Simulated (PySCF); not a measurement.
# Radial density of Dy²⁸⁺ (dysprosium, charge +28)

UHF, [Kr] 4d2, high-spin 3F determinant. Computed with PySCF 2.14 in an even-tempered Gaussian basis (18 s from 2.2 bohr⁻², ratio 2.5; 12 p from 2.8 bohr⁻², ratio 2.5; 9 d from 2.8 bohr⁻², ratio 2.5; 4 f from 12 bohr⁻², ratio 2.7; 3 g from 17 bohr⁻², ratio 2.7), with the non-relativistic Hamiltonian (point nucleus).

```json
{"r (bohr)": "0.000358", "4πr²ρ (e/bohr)": "0.3152", "4πr²(ρα − ρβ)": "0.0000"}
{"r (bohr)": "0.000602", "4πr²ρ (e/bohr)": "0.8635", "4πr²(ρα − ρβ)": "0.0000"}
{"r (bohr)": "0.00101", "4πr²ρ (e/bohr)": "2.314", "4πr²(ρα − ρβ)": "0.0000"}
{"r (bohr)": "0.00170", "4πr²ρ (e/bohr)": "5.977", "4πr²(ρα − ρβ)": "0.0000"}
{"r (bohr)": "0.00287", "4πr²ρ (e/bohr)": "14.51", "4πr²(ρα − ρβ)": "-0.0001"}
{"r (bohr)": "0.00482", "4πr²ρ (e/bohr)": "31.74", "4πr²(ρα − ρβ)": "-0.0002"}
{"r (bohr)": "0.00811", "4πr²ρ (e/bohr)": "58.43", "4πr²(ρα − ρβ)": "-0.0003"}
{"r (bohr)": "0.0136", "4πr²ρ (e/bohr)": "81.67", "4πr²(ρα − ρβ)": "-0.0001"}
{"r (bohr)": "0.0229", "4πr²ρ (e/bohr)": "80.43", "4πr²(ρα − ρβ)": "0.0050"}
{"r (bohr)": "0.0386", "4πr²ρ (e/bohr)": "81.65", "4πr²(ρα − ρβ)": "0.0626"}
{"r (bohr)": "0.0649", "4πr²ρ (e/bohr)": "113.3", "4πr²(ρα − ρβ)": "0.4817"}
{"r (bohr)": "0.109", "4πr²ρ (e/bohr)": "89.97", "4πr²(ρα − ρβ)": "1.7160"}
{"r (bohr)": "0.184", "4πr²ρ (e/bohr)": "100.4", "4πr²(ρα − ρβ)": "1.1423"}
{"r (bohr)": "0.309", "4πr²ρ (e/bohr)": "43.87", "4πr²(ρα − ρβ)": "0.9911"}
{"r (bohr)": "0.520", "4πr²ρ (e/bohr)": "28.99", "4πr²(ρα − ρβ)": "5.1265"}
{"r (bohr)": "0.874", "4πr²ρ (e/bohr)": "2.615", "4πr²(ρα − ρβ)": "0.5207"}
{"r (bohr)": "1.47", "4πr²ρ (e/bohr)": "0.006131", "4πr²(ρα − ρβ)": "0.0018"}
```

A non-relativistic calculation at this Z misses sizeable relativistic shifts. Spin-orbit coupling is strong in this species (close to jj coupling), so the high-spin LS determinant is a model state, not a physical level.
